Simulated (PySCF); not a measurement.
Gas-phase reaction: 2 SnHCl3 + Cl2 ⇌ 2 SnCl3 + 2 HCl

Computed with PySCF and rigid-rotor harmonic-oscillator thermochemistry at 1 bar. † marks an energy on the PBE0/def2-TZVP geometry and frequencies; other levels use their own. MP2 freezes the core. Open shells (unrestricted): SnCl3 (multiplicity 2); the rest are closed-shell singlets. Sn: scalar-relativistic def2 core potential, no spin-orbit coupling. SnHCl3, SnCl3: computed as isolated molecules; such fragments, hydroxides, amides, oligomers or adducts are transient or little studied in the gas. MP2 isn't extrapolated to the basis-set limit; its ΔH°(298 K) is -54.7 kJ in def2-SVP and -33.5 kJ in def2-TZVPP. The harmonic model lacks anharmonicity and excited electronic states, which grow with temperature; levels with a mode under 35 cm⁻¹ are left out. Soft modes under 120 cm⁻¹ make the harmonic entropy rough for SnHCl3, SnCl3.

```
level               ΔE electronic, kJ  ΔH°(298 K), kJ  ΔS°(298 K), J/K  ΔG°(1000 K), kJ
------------------  -----------------  --------------  ---------------  ---------------
HF/def2-TZVP†                     -86             -85              162             -246
M06-2X/def2-TZVP†                 -54             -53              162             -214
MP2/def2-TZVPP†                   -34             -34              162             -194
PBE/def2-SVP                      -79             -77              164             -239
r2SCAN/def2-TZVP†                 -62             -61              162             -222
LDA/def2-TZVP†                    -24             -23              162             -184
ωB97M-V/def2-TZVP†                -29             -28              162             -189
ωB97X-V/def2-TZVP†                -15             -15              162             -175
```
ΔH° is lowest at HF/def2-TZVP† and highest at ωB97X-V/def2-TZVP†. No reference value is set beside these.
